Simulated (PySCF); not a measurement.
PySCF input for dichloro(silyloxy)silane (Cl2H4OSi2), SMILES Cl[SiH](O[SiH3])Cl, PBE/pcSseg-1. Geometry: ωB97X-D3(BJ)/def2-SVP. The values are those of a single conformer.

```python
import numpy as np
from pyscf import gto, scf, dft
from pyscf.prop.nmr import rks as nmr

mol = gto.M(
    atom='''
    Si   -2.27048520   -0.48227254    0.44891104
    O    -0.78677535    0.01474536    1.05537532
    Si    0.67790905    0.37643797    0.43342026
    Cl    0.41000315    1.47179367   -1.28237068
    Cl    1.66025019   -1.34806786   -0.07307185
    H    -2.05220807   -1.32306532   -0.76025938
    H    -3.08209337    0.71261126    0.09616061
    H    -2.94883239   -1.26917953    1.50961215
    H     1.47909571    1.14001572    1.40136897
    ''',
    basis='pcSseg-1',
    charge=0,
    spin=0,
    max_memory=1600,
    verbose=3,
)
mf = dft.RKS(mol, xc='pbe')
mf.grids.level = 3
mf.conv_tol = 1e-10
mf.max_cycle = 100
mf.kernel()
n = nmr.NMR(mf)
n.verbose = 2
n.max_cycle_cphf = 60
sigma = n.kernel()
print('atom   isotropic/ppm   span/ppm')
for i, s in enumerate(sigma):
    w = np.linalg.eigvalsh((s + s.T) / 2)
    print(f'{mol.atom_symbol(i):2s}{i + 1:3d} {w.mean():14.3f} {w[2] - w[0]:11.3f}')
```

Output:

```
converged SCF energy = -1576.37367146051
atom   isotropic/ppm   span/ppm
Si  1        370.617     121.458
O   2        248.732     112.591
Si  3        348.633      37.942
Cl  4        795.031     305.042
Cl  5        794.174     322.565
H   6         25.891       7.856
H   7         26.048       8.524
H   8         26.181       8.583
H   9         25.414      10.337
```

Self-consistency was reached.

Cost: very roughly 50 core-seconds.
